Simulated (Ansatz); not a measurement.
Ansatz (a program for electronic structure) input for CH₈O₂Si₃, SMILES O([SiH2][SiH2][SiH3])C=O, PBE/def2-SVPD. The structure is a stationary point at TPSSh-D3(BJ)/def2-SVP. The structure was generated by enumeration, and PubChem lists no compound with its InChIKey, so it may never have been made. Other conformers were not sampled.

Ansatz 0.2 input:
```yaml
crystal:
  periodic: [false, false, false]
  atoms:
    - {symbol: O, position_ang: [0.53166869, 1.59719438, 0.56823646]}
    - {symbol: C, position_ang: [1.71063547, 1.36219213, 0.41371052]}
    - {symbol: O, position_ang: [2.21920480, 0.14682756, 0.24143545]}
    - {symbol: Si, position_ang: [1.12356500, -1.21341811, 0.25468515]}
    - {symbol: Si, position_ang: [-0.77611246, -0.75703731, -1.04638163]}
    - {symbol: Si, position_ang: [-2.33427693, 0.49528405, 0.19170178]}
    - {symbol: H, position_ang: [2.49770910, 2.14115258, 0.39652576]}
    - {symbol: H, position_ang: [0.77830218, -1.47552860, 1.67743763]}
    - {symbol: H, position_ang: [1.98952735, -2.30631385, -0.25121945]}
    - {symbol: H, position_ang: [-1.34789441, -2.06206243, -1.49778960]}
    - {symbol: H, position_ang: [-0.31977381, -0.02064115, -2.26135353]}
    - {symbol: H, position_ang: [-2.26587351, 1.93288094, -0.17424014]}
    - {symbol: H, position_ang: [-2.07541822, 0.32018021, 1.64656955]}
    - {symbol: H, position_ang: [-3.71183784, -0.00259696, -0.09564265]}
basis:
  gaussian:
    orbitals: def2-SVPD
hamiltonian:
  xc: {name: PBE}
```

Log of the run:

```
WARN ansatz: RAYON_NUM_THREADS=2 ignored (pool sized by the plan → 2); use --threads N
Functional definition: PBE
integrals: 0.18 GiB planned
1735 factors; their error is unknown
mean field: 1.06 GiB planned
mean field evaluation 1: about -28859.2530 eV, gradient 6.0e1 eV
mean field evaluation 2: about -28825.7915 eV, gradient 1.4e2 eV
mean field evaluation 4: about -28865.3649 eV, gradient 2.2e1 eV
mean field evaluation 8: about -28866.2482 eV, gradient 2.4e-1 eV
mean field evaluation 16: about -28866.1907 eV, gradient 7.1e-5 eV
mean field -28866.19072899 eV, -1060.8129430835 hartree, gradient 8.0e-5 eV, S^2 0.000000; 0 other end points of the search recorded, 0 dependent functions left out
reference -28866.19078747 eV, -1060.8129452325 hartree; 36, 36 occupied and 166, 166 virtual orbitals, 1735 factors
Total energy: -28866.19078747 eV, -1060.8129452325 hartree
```

Self-consistency was reached.

Cost: around 6 core-seconds (rough).
